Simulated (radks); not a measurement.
Problem. Radial electron density D(r) = 4 pi r^2 rho(r) of an atom or ion with 15 electrons. Calculated with a radial shooting solver on a logarithmic mesh with Libxc functionals: non-relativistic Kohn-Sham, BLYP, spin-polarised, spherical densities, point nucleus.

r (bohr),D(r) (e/bohr),spin D(r)
0.003556,0.5388,-0.0000211
0.003977,0.6639,-0.0000253
0.004485,0.8287,-0.0000306
0.005056,1.032,-0.0000363
0.005701,1.282,-0.0000424
0.006377,1.565,-0.0000477
0.00719,1.932,-0.0000520
0.008106,2.377,-0.0000530
0.00914,2.911,-0.0000473
0.01022,3.502,-0.0000313
0.01153,4.248,0.00000525
0.013,5.123,0.0000751
0.01465,6.136,0.000199
0.01639,7.212,0.000392
0.01848,8.506,0.000726
0.02083,9.938,0.00126
0.02349,11.49,0.00211
0.02628,13.01,0.00332
0.02963,14.68,0.00527
0.0334,16.32,0.00822
0.03766,17.84,0.0126
0.04246,19.16,0.0190
0.0475,20.10,0.0276
0.05355,20.72,0.0405
0.06038,20.87,0.0584
0.06808,20.51,0.0830
0.07614,19.76,0.113
0.08585,18.58,0.155
0.0968,17.22,0.208
0.1091,15.90,0.273
0.1221,14.95,0.342
0.1376,14.45,0.424
0.1552,14.65,0.508
0.175,15.56,0.584
0.1957,16.91,0.636
0.2207,18.59,0.660
0.2488,20.08,0.637
0.2805,20.92,0.560
0.3138,20.79,0.442
0.3538,19.51,0.282
0.3989,17.16,0.121
0.4497,14.07,0.00736
0.5071,10.79,-0.00411
0.5672,8.036,0.118
0.6395,5.821,0.411
0.721,4.550,0.860
0.8129,4.135,1.41
0.9093,4.247,1.92
1.025,4.518,2.36
1.156,4.595,2.57
1.303,4.290,2.50
1.458,3.666,2.20
1.644,2.782,1.72
1.853,1.877,1.20
2.089,1.118,0.739
2.337,0.6119,0.417
2.635,0.2795,0.197
2.971,0.1093,0.0801
3.35,0.03587,0.0273
3.747,0.01063,0.00841
4.224,0.002345,0.00193
4.763,0.0004083,0.000349

What is the nuclear charge?

Solution. Z = 18. The innermost maximum, from 1s, lies near 1/Z = 0.0556 bohr (found: 0.0589), and its height grows with Z. The density is that of the argon ion Ar3+ in [Ne] 3s2 3p3; the configuration itself is not fixed sharply by these data, and Z only to about a unit. D(r) has 3 maxima, at r = 0.0589, 0.292, 1.12 bohr, and minima at 0.141, 0.826 bohr, inside which lie 2.16, 10.40 electrons.
